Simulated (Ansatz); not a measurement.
Two structures, one formula

The two ends of one reaction step of BH3BrO2F, closed shell (PBE0-D4/def2-TZVP).

A:

| atom | x (Å) | y (Å) | z (Å) |
| --- | --- | --- | --- |
| B1 | -0.1528 | -0.6470 | 0.5430 |
| Br2 | 1.5293 | -0.4046 | -0.4695 |
| O3 | -1.1630 | -1.3409 | 0.0000 |
| O4 | -0.2682 | -0.1302 | 1.7747 |
| H5 | 0.5662 | 1.5682 | -1.4100 |
| F6 | -0.0130 | 2.2601 | -1.6289 |
| H7 | -0.9975 | -1.6640 | -0.8876 |
| H8 | 0.4989 | 0.3586 | 2.0786 |

B:

```
atom    x (Å)    y (Å)    z (Å)
  B1  -0.5662  -0.0002   0.6511
 Br2   1.7751  -0.4128  -2.5119
  O3  -0.8374  -1.0140  -0.1920
  O4  -1.3296   0.1874   1.7505
  H5   1.7747   0.5287  -1.4424
  F6   0.4691   0.8394   0.4093
  H7  -0.2374  -1.0644  -0.9443
  H8  -1.0482   0.9361   2.2799
```

Computed with Ansatz 0.2.0 (basis: def2-TZVPP); correlated methods freeze the cores. Filled d shells of the heavier atoms are correlated. The def2 sets are not built for correlating such inner shells, so the correlated values are less sure here. B3LYP uses VWN-RPA correlation.

(1) Which structure is lower at CCSD(T), and by how much? (An estimate is asked for; the value comes from the calculation.)

T1 diagnostic: at most 0.011.

## Answers

(1) Computed: B, by 65.3 kJ/mol (electronic energy, against the other). By their contacts, A is a complex of BH₂BrO₂ ([OH][B]([OH])[Br]) + HF and B is a complex of BH₂O₂F ([OH][B]([OH])[F]) + HBr.

All methods give the same order:

```csv
method,E(B) − E(A) (kJ/mol)
SPW92,-61.7
PBE-D4,-54.0
BLYP-D4,-63.4
r2SCAN-D4,-63.6
B97M-V,-72.3
PBE0-D4,-58.1
B3LYP-D4,-67.1
r2SCAN0-D4,-65.1
BHLYP-D4,-73.5
CAM-B3LYP-D4,-74.0
wB97X-V,-65.7
wB97M-V,-65.2
B2PLYP,-67.0
PBE-QIDH,-60.2
RPA on PBE,-66.5
HF,-84.0
MP2,-56.9
CCSD,-68.9
CCSD(T),-65.3
```

Labels in which every atom is bracketed show which atoms are joined, not bond orders.

For scale, one of the runs: CCSD(T)/def2-TZVPP, 214 basis functions, launched by `ansatz run in.yaml --threads 8 --pin off --events-out ev --progress --plain --max-ram 19148MiB`. Hardware: 8 CPU threads of an Intel Xeon Platinum 8375C, shared host. Wall time 60 s; peak host memory 3.5 GiB.
